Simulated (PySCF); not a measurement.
Atom-mapped SMILES (the numbers label the heavy atoms): `[BH2:1][C@H:2]1[SiH2:3][C:4]1=[CH2:5]`; H(Xn) means a hydrogen on atom n. Ha(Si3) is cis to B1 on the ring; Ha(C5) is cis to C2; Hb(Si3) is trans to B1 on the ring; Hb(C5) is trans to C2.

Geometry: PBE0-D3(BJ)/def2-SVP; GIAO shifts from PySCF 2.14.0 with density-fitted response routines, gas phase, non-relativistic, averaged over equivalent atoms.

At PBE0/pcSseg-0 (63 basis functions, 4.6 s wall time on 1 thread of an Arm Neoverse V1, shared host):
| atoms | δ (ppm) |
| --- | --- |
| B1 | 37.4 |
| C4 | 147.0 |
| C5 | 134.1 |
| C2 | 71.1 |
| Si3 | -183.1 |
| Ha(C5) | 6.72 |
| Hb(C5) | 6.34 |
| H(B1) | 6.03 |
| H(C2) | 4.55 |
| Ha(Si3) | 3.35 |
| Hb(Si3) | 3.07 |

Referencing at the same level of theory: BF3·OEt2 for 11B (104.89 ppm); 13C (193.52 ppm) and 29Si (348.52 ppm) and 1H (32.83 ppm) against TMS.

**Question.** Estimate the result of repeating the calculation with B3LYP/pcSseg-2.

**Answer.** 
```tsv
atoms	δ at B3LYP/pcSseg-2	change
B1	37.6	+0.2
C4	156.2	+9.2
C5	128.4	-5.7
C2	76.0	+4.9
Si3	-148.6	+34.5
Ha(C5)	6.25	-0.47
Hb(C5)	6.01	-0.33
H(B1)	4.74	-1.29
H(C2)	4.39	-0.16
Ha(Si3)	3.49	+0.14
Hb(Si3)	3.04	-0.03
```

Shifts are taken against calculated references (same method and geometry level): 11B (σ = 96.39 ppm) vs BF3·OEt2; 13C (σ = 179.19 ppm) and 29Si (σ = 324.61 ppm) and 1H (σ = 31.39 ppm) against TMS.

The largest change is at Si3 (silicon bonded to 2 C, 2 H, in a 3-membered ring). Cost: 285 basis functions, 39 s wall time on 1 thread of an Arm Neoverse V1, shared host. The order of the carbon signals is the same at both levels.

A carbon bonded to boron is broadened by the quadrupolar boron nucleus and is often missing from a measured spectrum.
